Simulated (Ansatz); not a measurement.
```yaml
crystal:
  periodic: [false, false, false]
  atoms:
    - {symbol: O, position_ang: [-0.106661, 0.958242, -1.577483]}
    - {symbol: Si, position_ang: [0.729991, 0.089212, -0.464072]}
    - {symbol: C, position_ang: [-0.328944, -0.207234, 1.062596]}
    - {symbol: Cl, position_ang: [-1.836749, -1.016281, 0.528185]}
    - {symbol: H, position_ang: [-0.963401, 0.607429, -1.830644]}
    - {symbol: H, position_ang: [1.916183, 0.903210, -0.104222]}
    - {symbol: H, position_ang: [1.144927, -1.240707, -0.981629]}
    - {symbol: H, position_ang: [-0.618852, 0.719750, 1.558136]}
    - {symbol: H, position_ang: [0.152008, -0.860020, 1.792132]}
basis:
  gaussian: {orbitals: def2-SVP}
magnetization: {spin_polarized: true, initial_magnetization: 1}
hamiltonian: {xc: {name: PBEsol}, dispersion: d3bjatm}
```

```sh
$ ansatz run in.yaml --threads 2 --pin off --events-out ev --progress --plain --max-ram 4352MiB
```

Shortened log:

```
Error: a molecule whose nuclei and cores have a total charge of 50 cannot have a net charge of 0 together with 1 unpaired electrons
```

What is wrong with this run?

The number of unpaired electrons doesn't fit the electron count. The input was rejected before any iteration.
